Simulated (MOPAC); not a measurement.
Input for MOPAC: AM1 on MgI, 2S+1 = 2, a spin state set in the input, which need not be the lowest, a point of a bond scan (R = 2.746 Å).

```
AM1 1SCF PRECISE CHARGE=0 UHF MS=0.5 THREADS=1
IMg

Mg     0.00000000 1     0.00000000 1     0.00000000 1
I      0.00000000 1     0.00000000 1     2.74550600 1
```

The log:

```
*******************************************************************************
 **                                                                           **
 **                              MOPAC v23.2.5                                **
 **                                                                           **
 *******************************************************************************
 ** MOPAC's Digital Object Identifier: https://doi.org/10.5281/zenodo.6511958 **
 **                                                                           **
 ** Please cite the open-source release paper for use of this MOPAC version:  **
 ** J. E. Moussa and J. J. P. Stewart (2026)                                  **
 ** MOPAC: An open-source semiempirical molecular orbital program             **
 ** J. Open Source Softw., 11(119), 8025, https://doi.org/10.21105/joss.08025 **
 *******************************************************************************

                              AM1 CALCULATION RESULTS

 *******************************************************************************
 *  AM1        - The AM1 Hamiltonian to be used
 *  UHF        - UNRESTRICTED HARTREE-FOCK CALCULATION
 *
 *
 *
 *                 CHARGE ON SYSTEM = 0
 *
 *
 *
 *  MS=        - IN MECI, MAGNETIC COMPONENT OF SPIN =  0.5
 *  PRECISE    - TIGHTER CRITERIA TO BE USED
 *  1SCF       - DO 1 SCF AND THEN STOP
 *  THREADS=1  - MULTI-THREADING NOT USED
 *  T=         - A TIME OF 172800.0 SECONDS REQUESTED
 *  DUMP=N     - RESTART FILE WRITTEN EVERY 7200.0 SECONDS REQUESTED
 *******************************************************************************
AM1 1SCF PRECISE CHARGE=0 UHF MS=0.5 THREADS=1
 IMg

   ATOM   CHEMICAL          X               Y               Z
  NUMBER   SYMBOL      (ANGSTROMS)     (ANGSTROMS)     (ANGSTROMS)

     1      Mg          0.00000000  *   0.00000000  *   0.00000000  *
     2       I          0.00000000  *   0.00000000  *   2.74550600  *



          CARTESIAN COORDINATES

    NO.       ATOM           X           Y           Z

     1        Mg          0.0000      0.0000      0.0000
     2         I          0.0000      0.0000      2.7455

 Mg: (AM1): J. J. P. STEWART, J. MOL. MOD., 10, 155-164 (2004)
  I: (AM1): M.J.S. DEWAR AND E. G. ZOEBISCH, THEOCHEM, 180, 1 (1988).

           Empirical Formula: Mg I  =     2 atoms



      MOLECULAR POINT GROUP   :   C*v


          UHF CALCULATION, NO. OF ALPHA ELECTRONS =    5
                           NO. OF BETA  ELECTRONS =    4

 -------------------------------------------------------------------------------
 AM1 1SCF PRECISE CHARGE=0 UHF MS=0.5 THREADS=1
 IMg



     1SCF WAS SPECIFIED, SO BFGS WAS NOT USED
     SCF FIELD WAS ACHIEVED


                              AM1 CALCULATION
                                                       MOPAC v23.2.5 Linux




          FINAL HEAT OF FORMATION =         13.09989 KCAL/MOL =      54.80995 KJ/MOL


          COSMO AREA              =         95.69 SQUARE ANGSTROMS
          COSMO VOLUME            =         80.55 CUBIC ANGSTROMS

          IONIZATION POTENTIAL    =          8.464961 EV
          ALPHA SOMO LUMO (EV)    =         -8.465  1.350
          BETA  SOMO LUMO (EV)    =         -9.154 -1.822
          NO. OF ALPHA ELECTRONS  =          5
          NO. OF BETA  ELECTRONS  =          4
          MOLECULAR WEIGHT        =        151.2095         POINT GROUP:  C*v

          MOLECULAR DIMENSIONS (Angstroms)

            Atom       Atom       Distance
            I     2   Mg     1     2.74551
            I     2   Mg     1     0.00000
           Mg     1    I     2     0.00000


          SCF CALCULATIONS        =          1





   ATOM   CHEMICAL          X               Y               Z
  NUMBER   SYMBOL      (ANGSTROMS)     (ANGSTROMS)     (ANGSTROMS)

     1      Mg          0.00000000  *   0.00000000  *   0.00000000  *
     2       I          0.00000000  *   0.00000000  *   2.74550600  *

                             CARTESIAN COORDINATES

   1   Mg        0.000000000     0.000000000     0.000000000
   2    I        0.000000000     0.000000000     2.745506000


           Empirical Formula: Mg I  =     2 atoms



      MOLECULAR POINT GROUP   :   C*v


          ALPHA EIGENVALUES
 -27.98430 -10.82823  -9.31760  -9.31760  -8.46496   1.34992   1.34992   1.56945


           BETA EIGENVALUES
 -27.38668  -9.77533  -9.15449  -9.15449  -1.82193   1.86043   1.86043   2.63040


              NET ATOMIC CHARGES AND DIPOLE CONTRIBUTIONS

  ATOM NO.   TYPE          CHARGE      No. of ELECS.   s-Pop       p-Pop
    1         Mg           0.301572        1.6984     1.26168     0.43674
    2          I          -0.301572        7.3016     1.97014     5.33144
 DIPOLE           X         Y         Z       TOTAL
 POINT-CHG.     0.000     0.000    -3.977     3.977
 HYBRID        -0.000    -0.000    -1.132     1.132
 SUM           -0.000    -0.000    -5.109     5.109


          ATOMIC ORBITAL ELECTRON POPULATIONS

     Atom    s        px        py        pz
    1 Mg   1.26168   0.03724   0.03724   0.36227
    2  I   1.97014   1.96276   1.96276   1.40591


                    (SZ)    =    0.500000
                    (S**2)  =    0.771383


          ATOMIC ORBITAL SPIN POPULATIONS

    Atom   Total    s     px     py     pz
         Atomic
    1 Mg  0.7244  0.650  0.001  0.001  0.073
    2  I  0.2756 -0.000 -0.001 -0.001  0.277

 **********************
 *                    *
 * JOB ENDED NORMALLY *
 *                    *
 **********************




 == MOPAC DONE ==
```

The run finished.

Cost: very roughly 0.03 core-seconds.
